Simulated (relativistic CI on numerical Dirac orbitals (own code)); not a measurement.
## Fe20+: sensitivity of the levels to the model

Base calculation: Dirac-Coulomb-Breit CI, separate exchange-only KLI orbitals for each configuration, model QED (radiative potential, 1s self-energy scaled to tabulated hydrogen-like ionisation energies), unscaled Slater integrals.

CI space (outside the closed core 1s2): 2s²2p², 2s2p³, 2p⁴, 2p³3s, 2p³3p, 2p³3d, 2s²2p3s, 2s²2p3p, 2s²2p3d, 2s2p²3s, 2s2p²3p, 2s2p²3d, 2s²2p4s, 2s²2p4p, 2s²2p4d, 2s²2p4f. Levels of other configurations are missing.

Variants: (1) non-relativistic limit; (2) one mean potential for all configurations. Shifts of the energy above 2s²2p² ³P0, in eV, for the lowest level and the first level of each name with at least 55 % of one term (blank where a level changes its place among those of its configuration and J or its character, or is not in the variant):

```tsv
Level	Base	Δ(1)	Δ(2)
2s²2p² ³P0	0.000	0.000	0.000
2s²2p² ³P1	9.125	-9.125	+0.008
2s²2p² ³P2	14.600	-14.600	+0.010
2s²2p² ¹D2	30.560	-17.302	+0.013
2s²2p² ¹S0	46.202	-18.977	+0.016
2s2p³ ⁵S°2	59.395	-23.296	+0.006
2s2p³ ³D°1	96.650	-21.668	+0.011
2s2p³ ³D°2	96.677	-21.695	+0.011
2s2p³ ³D°3	99.900	-24.918	+0.012
2s2p³ ³P°0	114.035	-25.621	+0.003
2s2p³ ³P°1	115.119	-26.704	+0.004
2s2p³ ³P°2	117.285	-28.871	+0.006
2s2p³ ³S°1	137.194	-23.590	+0.005
2s2p³ ¹D°2	141.146	-27.431	+0.012
2s2p³ ¹P°1	157.873	-30.696	+0.003
2p⁴ ³P2	205.581	-30.318	+0.069
2p⁴ ³P0	216.741	-41.478	+0.064
2p⁴ ³P1	217.171	-41.908	+0.059
2p⁴ ¹D2	227.302	-39.220	+0.078
2p⁴ ¹S0	256.347	-41.999	+0.058
2s²2p3s ³P°0	949.539	-4.363	+0.917
2s²2p3s ³P°1	950.677	-5.501	+0.945
```

At this charge energies of transitions that change n are usually good to better than 1 %, and those within a shell (Δn = 0) to a few per cent.

Ionisation energy from the two ground configurations alone: base 1689.57 eV. The NIST ASD value (semi-empirical) is 1687 eV.

LS names give the leading component of a level, which can be under half, so a name can repeat, a term be missing and a line seem to break the LS rules.
